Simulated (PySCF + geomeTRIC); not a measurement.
Species: CH₇BSi, SMILES `BC[SiH3]` (H–B–C–Si torsion 88°) (charge 0, multiplicity 1).

Q: Give a relaxed geometry from PySCF + geomeTRIC with B3LYP-D3(BJ)/def2-TZVP.

A: One answer among several that fit: the end point of this relaxation, one of several conformers (outside a Z-matrix the atoms follow the SMILES, hydrogens last).
Bonded distances (Å): B1–C2 1.535, B1–H4 1.194, B1–H5 1.194, C2–Si3 1.902, C2–H6 1.093, C2–H7 1.093, Si3–H8 1.481, Si3–H9 1.481, Si3–H10 1.481. Bond angles (°): C2–B1–H4 120.7, C2–B1–H5 120.7, H4–B1–H5 118.6, B1–C2–Si3 107.9, B1–C2–H6 114.5, B1–C2–H7 114.6, Si3–C2–H6 104.4, Si3–C2–H7 104.4, H6–C2–H7 110.1, C2–Si3–H8 110.8, C2–Si3–H9 110.8, C2–Si3–H10 108.7, H8–Si3–H9 108.8, H8–Si3–H10 108.8, H9–Si3–H10 108.8.
